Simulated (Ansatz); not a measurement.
`[F][AlH][NH][SiH3]` + H₂O → `[OH][AlH][NH][SiH3]` + H–F at 500 K and 1 bar (formal hydrolysis of the Al–F bond).

Calculated with Ansatz (gas phase, PBE0-D4/def2-TZVP geometries, no zero-point term in ΔE). CCSD(T)/CBS is the MP2 limit (def2-TZVPP, def2-QZVPP) plus CCSD(T) − MP2 in def2-TZVPP, frozen cores. This one scheme is used for every species. Each species was taken in one conformer, which may not be the lowest.

```json
{"species": "`[F][AlH][NH][SiH3]`", "CCSD(T)/CBS energy (Eh)": "-688.73064", "H − E (kJ/mol)": "177.6", "S (J/(mol·K))": "399.1"}
{"species": "H₂O", "CCSD(T)/CBS energy (Eh)": "-76.37941", "H − E (kJ/mol)": "73.2", "S (J/(mol·K))": "206.3"}
{"species": "`[OH][AlH][NH][SiH3]`", "CCSD(T)/CBS energy (Eh)": "-664.69394", "H − E (kJ/mol)": "210.7", "S (J/(mol·K))": "416.9"}
{"species": "H–F", "CCSD(T)/CBS energy (Eh)": "-100.39570", "H − E (kJ/mol)": "39.4", "S (J/(mol·K))": "188.7"}
```

H − E and S are ideal-gas, rigid-rotor, harmonic terms from PBE0-D4/def2-TZVP, for one conformer and one mirror image of each species. 1 Eh = 2625.50 kJ/mol, R = 8.31446 J/(mol·K).

Task: By hand: ΔE, ΔH, ΔS and ΔG.

Result: ΔE = (-664.69394) + (-100.39570) − (-688.73064) − (-76.37941) = 0.02041 Eh = 53.6 kJ/mol. Δ(H − E) = 210.7 + 39.4 − 177.6 − 73.2 = -0.7, so ΔH = 52.9 kJ/mol. ΔS = 416.9 + 188.7 − 399.1 − 206.3 = 0.2 J/(mol·K). ΔG = 52.9 − 500 × (0.2)/1000 = 52.8 kJ/mol.

Task: By hand: the equilibrium constant, and the temperature at which ΔG would vanish if ΔH and ΔS stayed fixed.

Result: log₁₀ K = −ΔG/(RT ln 10) = -5.5. ΔG = 0 at ΔH/ΔS = 264500 K, far beyond where these terms or the molecules hold.

The number of gas molecules stays the same, so ΔS is small and ΔH decides. A doubt of 5 kJ/mol in ΔE shifts log₁₀ K by 0.5 here. Other conformers and mirror images would add mixing entropy, several J/(mol·K) or more a flexible species. Modes under 60 cm⁻¹, often nearly free rotors, make the harmonic entropy too high. These are equilibria of isolated gas molecules and say nothing of rates. Largest T1 diagnostic: 0.012 (customary marks: 0.02 for closed shells, 0.045 for open ones).
